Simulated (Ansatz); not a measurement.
## Worked example: a bond strength in SbH3 (stibine)

SbH3 has 4 atoms, charge 0, and is taken as a singlet. SMILES: `[SbH3]`. The shape was relaxed beforehand at wB97X-V/def2-SVP.

```xyz
4

Sb    0.4519   -0.3069   -0.4600
H     0.8492    0.0711    1.1562
H    -1.0410   -0.9895    0.0068
H    -0.2600    1.2252   -0.7030
```

Wanted: the dissociation energy of the H4–Sb1 bond into doublet H and doublet SbH2 (shapes relaxed at wB97X-V/def2-SVP, no zero-point term). 1 Eh = 2625.50 kJ/mol = 27.2114 eV. Totals in Eh; open shells run unrestricted unless said.

| level | program | SbH3 | doublet H | doublet SbH2 |
| --- | --- | --- | --- | --- |
| HF/def2-TZVPP (core potential) | Ansatz | -240.980610 | -0.499810 | -240.404100 |
| r2SCAN/def2-TZVPP (core potential) | Ansatz | -242.119686 | -0.499927 | -241.510671 |
| CCSD(T)/def2-TZVPP (core potential), 4 core orbitals frozen in the whole | Ansatz | -241.368988 | -240.757612 | -0.499810 |

Task: Work out the dissociation energy at each level.

Result: 
1. HF/def2-TZVPP (core potential): (-0.499810) + (-240.404100) − (-240.980610) = 0.076700 Eh = 201.4 kJ/mol = 2.09 eV.
2. r2SCAN/def2-TZVPP (core potential): (-0.499927) + (-241.510671) − (-242.119686) = 0.109088 Eh = 286.4 kJ/mol = 2.97 eV.
3. CCSD(T)/def2-TZVPP (core potential): (-240.757612) + (-0.499810) − (-241.368988) = 0.111566 Eh = 292.9 kJ/mol = 3.04 eV.

The levels span 201 to 293 kJ/mol; no measured value is set beside them. Hartree–Fock lacks the correlation of the bonding electrons, so it comes out low. A bond enthalpy at 298 K also holds the loss of zero-point energy and thermal terms.
